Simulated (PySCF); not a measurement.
Cost of one run: geometry optimisation, `FC(F)C=[Se]`.

Method: PBE0-D3(BJ)/def2-SVP geometry optimisation, gas phase (PySCF 2.14.0). Work: geometry optimisation from a GFN2-xTB start shaken at random, density fitting. A driver script takes a list of jobs; this job's settings line and coordinates (Å) are shown.

Input:
```
{"job": {"xc": "PBE0", "basis": "def2-SVP", "d3": "d3bj", "grid": 1, "maxiter": 30, "shake": 0.01, "kind": "geom"}, "charge": 0, "multiplicity": 1}
F     -1.119090     0.440000     1.159910
C     -0.617540    -0.185290     0.081260
F     -1.421430     0.137290    -0.980190
C      0.825350     0.279560    -0.157510
Se     2.178010    -0.761040     0.024220
H     -0.700390    -1.257730     0.260360
H      0.889050     1.318110    -0.437970
```

Hardware: one thread of an Intel Xeon Platinum 8259CL at 2.50 GHz, no GPU (shared host). PySCF's memory limit was set to 2320 MB.

Q: How large is the basis?

A: 98 functions.

Q: What wall time should be expected on this hardware?

A: About 32 s. The run took 7 energy-and-gradient evaluations and 54 SCF cycles, 4.6 s an evaluation on average.

Q: Estimate the peak memory.

A: About 0.41 GiB. Peak memory is the resident size of the whole Python process, interpreter and libraries included.

The output:
```
step   0  E = -2677.54539606  max force = 0.036731
step   1  E = -2677.54646978  max force = 0.015296
step   2  E = -2677.54764881  max force = 0.004656
step   3  E = -2677.54770335  max force = 0.004409
step   4  E = -2677.54787860  max force = 0.001928
step   5  E = -2677.54788977  max force = 0.000748
step   6  E = -2677.54789204  max force = 0.000180
optimisation converged
```

Energies in Eh; «max force» is the largest Cartesian gradient component in Eh/bohr.

Other jobs ran on the host; a repeat could differ by tens of per cent or more.

The run converged: final energy -2677.54789 Eh after 6 steps; dipole 0.66 D.
